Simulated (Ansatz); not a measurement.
Geometry optimisation, RKS PBE-D4/def2-SVP (Ansatz).

The input (input.yaml):

```yaml
crystal:
  periodic: [false, false, false]
  atoms:
    - { symbol: Ge, position_ang: [0.0, 0.0, 0.0] }
    - { symbol: H, position_ang: [0.6512, 0.0, 1.6243] }
    - { symbol: Ge, position_ang: [2.5246, 0.0, 0.622] }
    - { symbol: H, position_ang: [3.0101, -1.4611, 0.443] }
    - { symbol: H, position_ang: [2.5923, 0.7367, -0.74] }
    - { symbol: H, position_ang: [3.4349, 0.7244, 1.6462] }
    - { symbol: H, position_ang: [-0.73, 1.2648, -0.5162] }
    - { symbol: H, position_ang: [-0.73, -1.2648, -0.5162] }
basis:
  gaussian: { orbitals: def2-SVP }
hamiltonian:
  xc: pbe
  dispersion: d4
relax:
  f_tol: 0.15
  max_steps: 25
  restrain:
    - { distance: [1, 2], at: 2.75, k: 30.0 }
    - { distance: [0, 1], at: 1.55, k: 30.0 }
    - { distance: [0, 2], at: 2.4, k: 30.0 }
```

Run as:

```bash
$ ansatz run input.yaml --threads 2 --pin off --max-ram 3072MiB --backend cpu --events-out ev --progress --plain --runs-dir out
```

Question: Where does it end, and by what steps?

Answer: It converged. The restraints hold the end off the free minimum. After 5 steps the energy has fallen by 2.558 eV (the restraints' own energy left out); H5 moved furthest, 0.66 Å.

```tsv
step	energy less start (eV)	largest force component (eV/Å)	accepted
0	0.0000	2.641	yes
1	-0.8416	2.022	yes
2	-1.5748	1.432	yes
3	-2.2611	1.060	yes
4	-2.5228	0.861	yes
5	-2.5583	0.695	yes
```

```xyz
8
Properties=species:S:1:pos:R:3
Ge 0.104 -0.003 0.219
H 0.184 0.008 1.761
Ge 2.500 0.004 0.233
H 3.056 -1.444 0.301
H 3.224 0.746 -0.928
H 2.871 0.702 1.567
H -0.595 1.271 -0.301
H -0.592 -1.285 -0.290
```

Time of the run: 8.9 s on 2 threads of Arm Neoverse V1 (shared host), peak memory 0.14 GiB.
